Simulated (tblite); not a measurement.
C₄H₁₃NSeSi.
Atom-mapped SMILES: `[CH3:1][N:2]([CH3:3])[CH2:4][Si@@H:5]([CH3:6])[SeH:7]` (hydrogens: H8, H9, H10 on C1; H11, H12, H13 on C3; H14, H15 on C4; H16 on Si5; H17, H18, H19 on C6; H20 on Se7)

Computed with GFN2-xTB (tblite), gas phase: L-BFGS steps from a force-field or distance-geometry start until the largest atomic force falls under 0.01 eV/Å.

At the end of the run (lengths in Å): Se7–H20 1.449, C4–Si5 1.912, Si5–Se7 2.281, C6–H18 1.086, C3–H13 1.101, C6–H17 1.085, Si5–C6 1.900, C4–Si5–Se7 95.4°, N2–C4–Si5 106.6°, C4–Si5–C6 113.3°, C1–N2–C4 112.8°, C1–N2–C4–Si5 149°, N2–C4–Si5–C6 -140°, H20–Se7–Si5–C4 -169°, H16–Si5–Se7–H20 74°.

Task: These geometries were met on the way; a selection of coordinates is given. Order them by energy above the end point, lowest first.
A. Se7–H20 1.446, C4–Si5 1.912, Si5–Se7 2.284, C6–H18 1.087, C3–H13 1.094, C6–H17 1.087, Si5–C6 1.907, C4–Si5–Se7 95.1°, N2–C4–Si5 106.9°, C4–Si5–C6 115.7°, C1–N2–C4 111.8°, C1–N2–C4–Si5 154°, N2–C4–Si5–C6 -160°, H20–Se7–Si5–C4 -162°, H16–Si5–Se7–H20 80°
B. Se7–H20 1.432, C4–Si5 1.907, Si5–Se7 2.294, C6–H18 1.075, C3–H13 1.075, C6–H17 1.072, Si5–C6 1.875, C4–Si5–Se7 113.0°, N2–C4–Si5 117.9°, C4–Si5–C6 101.7°, C1–N2–C4 104.0°, C1–N2–C4–Si5 178°, N2–C4–Si5–C6 -169°, H20–Se7–Si5–C4 -85°, H16–Si5–Se7–H20 149°
C. Se7–H20 1.463, C4–Si5 1.908, Si5–Se7 2.325, C6–H18 1.086, C3–H13 1.089, C6–H17 1.088, Si5–C6 1.922, C4–Si5–Se7 114.7°, N2–C4–Si5 119.8°, C4–Si5–C6 100.5°, C1–N2–C4 107.6°, C1–N2–C4–Si5 175°, N2–C4–Si5–C6 -173°, H20–Se7–Si5–C4 -87°, H16–Si5–Se7–H20 148°
D. Se7–H20 1.558, C4–Si5 1.833, Si5–Se7 2.288, C6–H18 1.127, C3–H13 1.140, C6–H17 1.114, Si5–C6 1.881, C4–Si5–Se7 113.9°, N2–C4–Si5 116.3°, C4–Si5–C6 104.4°, C1–N2–C4 103.0°, C1–N2–C4–Si5 180°, N2–C4–Si5–C6 -166°, H20–Se7–Si5–C4 -85°, H16–Si5–Se7–H20 148°
E. Se7–H20 1.443, C4–Si5 1.917, Si5–Se7 2.300, C6–H18 1.086, C3–H13 1.092, C6–H17 1.084, Si5–C6 1.902, C4–Si5–Se7 107.3°, N2–C4–Si5 113.4°, C4–Si5–C6 109.2°, C1–N2–C4 112.2°, C1–N2–C4–Si5 169°, N2–C4–Si5–C6 -172°, H20–Se7–Si5–C4 -106°, H16–Si5–Se7–H20 132°

Result: A (0.165 eV), E (0.270 eV), C (0.435 eV), B (0.713 eV), D (1.168 eV).

```tsv
step	E above end (eV)	rms distance from the end, all atoms (Å)	largest force (eV/Å)	rms shift of all bonds from the end (Å)
82	0.165	0.437	0.126	0.005
36	0.270	0.594	0.140	0.006
8	0.435	0.681	0.441	0.013
3	0.713	0.691	0.781	0.013
0	1.168	0.704	1.762	0.036
```

Rows stand in the order of the answer.
